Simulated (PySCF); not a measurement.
Al(F)(GeH3)(OH) (AlFGeH4O), SMILES [GeH3][Al]([F])[OH].

Geometry optimised at PBE0-D3(BJ)/def2-SVP. The structure was generated by enumeration; whether it is a known compound was not checked. One conformer was computed; it need not be the lowest.

Two levels are set side by side: TDDFT-PBE/def2-SVPD (PySCF) and TDDFT-CAM-B3LYP/def2-SVPD (PySCF). Vertical, same geometry. The lowest singlet is HOMO→LUMO 89 % with PBE and HOMO→LUMO+1 95 % with the other functional; states are paired by order. Differences are taken from unrounded values.

```json
[
 {"quantity": "lowest singlet excitation (eV)", "TDDFT-PBE": "5.97"},
 {"quantity": "lowest triplet excitation (TDA) (eV)", "TDDFT-PBE": "4.92"},
 {"quantity": "first bright state (f over 0.05) (eV)", "TDDFT-PBE": "6.08"},
 {"quantity": "its oscillator strength", "TDDFT-PBE": "0.20"}
]
```

### Question
These are the TDDFT-PBE values. What does TDDFT-CAM-B3LYP give? (An estimate is asked for; the answer gives what the named calculation found.)

### Answer

| quantity | TDDFT-CAM-B3LYP | TDDFT-PBE minus TDDFT-CAM-B3LYP |
|---|---|---|
| lowest singlet excitation (eV) | 6.42 | -0.46 |
| lowest triplet excitation (TDA) (eV) | 5.27 | -0.35 |
| first bright state (f over 0.05) (eV) | 6.42 | -0.34 |
| its oscillator strength | 0.07 | 0.13 |

Functionals without exact exchange tend to place singlet excitations lower, as here. Differences between two approximate levels are no errors against the true value.

Rough cost on one machine, each run with all the roots and properties that it gave: TDDFT-CAM-B3LYP against TDDFT-PBE about 8 times.
